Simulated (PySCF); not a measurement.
Isomers of C5H7NSi, one GFN2-xTB conformer each. Single-point energies are computed at PBE0/pcSseg-1 (PySCF, gas phase, no added dispersion term), electronic only.

```
             SMILES  GFN2-xTB relative energy (kcal/mol)
C=C/C(C#N)=C/[SiH3]                                  0.0
     N#CCC#CC[SiH3]                                  3.6
```

Conformers: `[CH2:1]=[CH:2]/[C:3]([C:4]#[N:5])=[CH:6]/[SiH3:7]` with C1–C2–C3–C4 0°.

Problem. What does PBE0/pcSseg-1 give for the same structures?

Solution. 
```
             SMILES  PBE0/pcSseg-1 E (Eh)  PBE0/pcSseg-1 (kcal/mol)  GFN2-xTB (kcal/mol)  point group
C=C/C(C#N)=C/[SiH3]            -538.45554                       0.0                  0.0      near Cs
     N#CCC#CC[SiH3]            -538.43097                      15.4                  3.6           C1
```

Both levels put the same isomer lowest. As drawn, the lower has a C=C bond outside aromatic rings, which the higher lacks; the higher has a C≡C bond, which the lower lacks.

Problem. Which frontier levels, dipoles and rotational constants go with these structures?

Solution. 
| SMILES | HOMO (eV, PBE0/pcSseg-1) | LUMO (eV) | dipole (D) | A, B, C (MHz) |
| --- | --- | --- | --- | --- |
| C=C/C(C#N)=C/[SiH3] | -7.52 | -2.10 | 3.52 | 3959, 1339, 1012 |
| N#CCC#CC[SiH3] | -7.63 | 0.38 | 4.03 | 5197, 787.4, 728.8 |
